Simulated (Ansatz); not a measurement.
Si(iPr)Cl3 (C₃H₇Cl₃Si) was relaxed with PBE-D4 (def2-SVP) in Ansatz in these states: charge +1 doublet, neutral singlet. The geometries follow in no particular order.

A:

```xyz
14

Si    0.591   -1.352    1.039
C     0.243    0.448   -0.146
C    -0.862    1.195    0.526
C     0.078   -0.001   -1.560
H     1.271    0.794    0.119
H    -0.690    1.382    1.602
H    -1.862    0.750    0.358
H    -0.887    2.207    0.041
H     0.121    0.931   -2.185
H     0.899   -0.645   -1.929
H    -0.907   -0.463   -1.765
Cl    0.944   -0.656    2.907
Cl    2.205   -2.211    0.168
Cl   -1.143   -2.380    0.826
```

B:

```csv
atom,x (Å),y (Å),z (Å)
Si1,-0.074,-1.132,1.168
C2,0.405,0.250,-0.021
C3,-0.523,1.465,0.144
C4,0.454,-0.268,-1.468
H5,1.434,0.531,0.301
H6,-0.523,1.848,1.184
H7,-1.569,1.207,-0.123
H8,-0.200,2.290,-0.524
H9,0.793,0.537,-2.154
H10,1.148,-1.125,-1.578
H11,-0.551,-0.597,-1.806
Cl12,-0.103,-0.450,3.125
Cl13,1.273,-2.703,1.049
Cl14,-1.963,-1.853,0.702
```

Q: Judge from the bond lengths which geometry belongs to which state (an estimate).

A: A is the charge +1 doublet (Si1–C2 2.182 Å, Si1–Cl14 2.027 Å, Si1–Cl12 2.025 Å); B is the neutral singlet (Si1–C2 1.885 Å, Si1–Cl14 2.075 Å, Si1–Cl12 2.073 Å).
